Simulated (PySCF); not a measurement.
Here is a computed PBE0-D3(BJ)/def2-SVP geometry (Å):
```
O 
B   1  1.4847
C   2  1.6385  1  112.64
C   3  1.5537  2  120.05  1    69.64
C   4  1.5393  3   89.42  2   139.88
C   5  1.5393  4   88.09  3   -17.85
H   1  0.9609  2  106.22  3    60.75
H   2  1.2600  1  108.06  3   117.83
H   2  1.2754  1  113.08  3  -122.18
H   3  1.1129  2  111.48  1   -58.24
H   4  1.1045  3  119.19  2   -98.39
H   4  1.1039  3  109.67  2    26.92
H   5  1.1048  4  111.26  3    94.16
H   5  1.1075  4  118.82  3  -139.92
H   6  1.1047  3  119.05  2    97.17
H   6  1.1047  3  109.86  2   -27.94
```
Z-matrix in Å and degrees, rows numbered from 1.

Charge -1, singlet.

Problem. Which heavy atoms are bonded, and with what formal order?

Solution. O1–B2 (single); B2–C3 (single); C3–C4 (single); C4–C5 (single); C5–C6 (single); C3–C6 (single). Hydrogens: H7 on O1; H8, H9 on B2; H10 on C3; H11, H12 on C4; H13, H14 on C5; H15, H16 on C6.

Problem. Give the structure as a SMILES string.

Solution. `O[BH2-]C1CCC1`, [C4H10BO]-.

Problem. Name the point group.

Solution. C1 (no symmetry element, even within 0.4 Å).

Problem. Which rings does it hold (smallest set)?

Solution. C3–C4–C5–C6 (4 members, 0.12 Å rms from planarity).

Problem. Describe the place of each heavy atom.

Solution. O1: boron-bound oxygen; B2: four-coordinate boron; C3: sp3 carbon bound to boron; C4/C6: four-membered-ring carbon; C5: four-membered-ring carbon.

Problem. What is the arrangement about B2?

Solution. It has 4 neighbours (O1, C3, H8, H9) and is distorted tetrahedral (angles from 106.9° to 113.1°).

Problem. What is the arrangement about C4?

Solution. It has 4 neighbours (C3, C5, H11, H12) and has angles from 89.4° to 119.2°.
